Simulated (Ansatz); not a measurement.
```yaml
crystal:
  periodic: [false, false, false]
  atoms:
    - {symbol: N, position_ang: [0.188800, 1.472726, -0.593802]}
    - {symbol: C, position_ang: [0.221604, 0.476545, 0.189874]}
    - {symbol: O, position_ang: [0.777084, 0.626450, 1.408728]}
    - {symbol: Ga, position_ang: [-0.485712, -1.351344, -0.199834]}
    - {symbol: H, position_ang: [-0.250661, 1.238721, -1.478763]}
    - {symbol: H, position_ang: [1.075494, 1.549357, 1.466300]}
    - {symbol: H, position_ang: [-1.116568, -1.494621, -1.628904]}
    - {symbol: H, position_ang: [-0.410031, -2.517825, 0.836390]}
basis:
  gaussian: {orbitals: cc-pVTZ-PP}
hamiltonian: {xc: {name: revPBE0}}
accuracy: high
output: {forces: true}
```

```sh
$ ansatz run in.yaml --threads 2 --pin off --events-out ev --progress --plain --max-ram 4352MiB
```

**Question.** How does Ansatz answer? (An estimate is asked.)

**Answer.** Ansatz gave: The program refused the input.
```
Functional definition: revPBE0
  name "revPBE0"
  cite "Zhang & Yang, Phys. Rev. Lett. 80, 890 (1998) doi:10.1103/PhysRevLett.80.890"
  cite "Adamo & Barone, J. Chem. Phys. 110, 6158 (1999) doi:10.1063/1.478522"
  cite "Perdew, Burke & Ernzerhof, Phys. Rev. Lett. 77, 3865 (1996) doi:10.1103/PhysRevLett.77.3865"
  parameter a = 0.25
  parameter kappa = 1.245
  parameter beta = 0.06672455060314922
  exchange = (1 - a)*pbe_x(kappa = kappa, mu = beta*pi^2/3) + a*exact_x
  correlation = pbe_c(beta = beta)
Error: <dir> the basis set cc-pVTZ-PP has no functions for N
```
